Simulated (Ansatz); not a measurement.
Relaxation of CH6Cl2OSi2 (12 atoms, charge 0, multiplicity 1), to a largest force component of 0.02 eV/Å in at most 40 steps.

The calculation used Ansatz, RKS r2SCAN/STO-3G.

```xyz
12
Properties=species:S:1:pos:R:3
Si 0.000 0.000 0.000
O 0.000 0.000 1.680
Si -1.315 -0.407 2.644
H -2.239 -1.240 1.880
H -0.851 -1.143 3.816
H -1.999 0.809 3.073
Cl 2.009 0.000 -0.709
C -0.881 1.526 -0.623
H -1.933 1.272 -0.867
H -0.862 2.311 0.162
H -0.370 1.903 -1.534
Cl -1.003 -1.738 -0.709
```

Task: Where does it end, and by what steps?

Result: The run converged. The force dipped under the threshold on the way, but the program's further checks kept it going. Limits of this set-up: minimal basis. After 21 steps the energy has fallen by 0.178 eV; H6 moved furthest, 0.77 Å.

```json
{"step": "0", "energy less start (eV)": "0.0000", "largest force component (eV/Å)": "1.338", "accepted": "yes"}
{"step": "1", "energy less start (eV)": "-0.1121", "largest force component (eV/Å)": "0.779", "accepted": "yes"}
{"step": "2", "energy less start (eV)": "-0.1333", "largest force component (eV/Å)": "0.234", "accepted": "yes"}
{"step": "3", "energy less start (eV)": "-0.1130", "largest force component (eV/Å)": "0.555", "accepted": "no"}
{"step": "4", "energy less start (eV)": "-0.1468", "largest force component (eV/Å)": "0.059", "accepted": "yes"}
{"step": "5", "energy less start (eV)": "-0.1559", "largest force component (eV/Å)": "0.110", "accepted": "yes"}
{"step": "6", "energy less start (eV)": "-0.1595", "largest force component (eV/Å)": "0.327", "accepted": "yes"}
{"step": "7", "energy less start (eV)": "-0.1667", "largest force component (eV/Å)": "0.129", "accepted": "yes"}
{"step": "8", "energy less start (eV)": "-0.1735", "largest force component (eV/Å)": "0.033", "accepted": "yes"}
{"step": "9", "energy less start (eV)": "-0.1735", "largest force component (eV/Å)": "0.158", "accepted": "yes"}
{"step": "10", "energy less start (eV)": "-0.1751", "largest force component (eV/Å)": "0.049", "accepted": "yes"}
{"step": "11", "energy less start (eV)": "-0.1753", "largest force component (eV/Å)": "0.013", "accepted": "yes"}
{"step": "12", "energy less start (eV)": "-0.1756", "largest force component (eV/Å)": "0.024", "accepted": "yes"}
{"step": "13", "energy less start (eV)": "-0.1758", "largest force component (eV/Å)": "0.054", "accepted": "yes"}
{"step": "14", "energy less start (eV)": "-0.1760", "largest force component (eV/Å)": "0.030", "accepted": "yes"}
{"step": "15", "energy less start (eV)": "-0.1764", "largest force component (eV/Å)": "0.014", "accepted": "yes"}
{"step": "16", "energy less start (eV)": "-0.1752", "largest force component (eV/Å)": "0.157", "accepted": "no"}
{"step": "17", "energy less start (eV)": "-0.1768", "largest force component (eV/Å)": "0.033", "accepted": "yes"}
{"step": "18", "energy less start (eV)": "-0.1768", "largest force component (eV/Å)": "0.058", "accepted": "yes"}
{"step": "19", "energy less start (eV)": "-0.1771", "largest force component (eV/Å)": "0.040", "accepted": "yes"}
{"step": "20", "energy less start (eV)": "-0.1774", "largest force component (eV/Å)": "0.006", "accepted": "yes"}
{"step": "21", "energy less start (eV)": "-0.1777", "largest force component (eV/Å)": "0.019", "accepted": "yes"}
```

```xyz
12
Properties=species:S:1:pos:R:3
Si -0.028 -0.004 0.023
O 0.049 -0.292 1.649
Si -1.372 -0.516 2.575
H -2.043 -1.747 2.204
H -0.924 -0.571 3.949
H -2.282 0.601 2.388
Cl 1.984 0.007 -0.599
C -0.827 1.602 -0.512
H -1.899 1.604 -0.281
H -0.358 2.453 -0.005
H -0.711 1.738 -1.593
Cl -1.033 -1.581 -0.987
```

Whether the end is a true minimum wasn't checked by a vibrational analysis.

The run took 2.5 min on 1 thread of Arm Neoverse V1, on a shared host, peak memory 0.18 GiB.
